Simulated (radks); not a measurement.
Task: These are the eigenvalues of the occupied orbitals of an atom or ion with whole-number occupations (eV). All-electron calculation, scalar-relativistic Kohn-Sham, LB94 model potential, spin-polarised, spherical densities, finite nucleus; Fermi nuclear charge, rms radius of each element as measured or else 0.836 A^(1/3) + 0.57 fm. Program: a radial shooting solver on a logarithmic mesh with Libxc functionals.

1s up: -48043.58
1s down: -48043.57
2s up: -8836.146
2s down: -8835.726
2p up: -8018.067
2p down: -8017.403
3s up: -2792.362
3s down: -2792.250
3p up: -2535.485
3p down: -2535.390
3d up: -2194.118
3d down: -2194.007
4s up: -1303.443
4s down: -1302.844
4p up: -1207.511

Which element is it, and in what charge state? The configuration may be excited. Open shells, if any, are filled with parallel spins first.

Result: Z = 62, samarium, charge +31: Sm31+ in [Ar] 3d10 4s2 4p1. The list shows which subshells hold electrons but not how many an open one holds; the 1s level, -1765.6 hartree, gives Z - s = 59.4 by -(Z - s)^2/2, which with screening and relativity narrows Z to a few neighbours, and the depths of the outer levels then fix element, charge and occupations together.
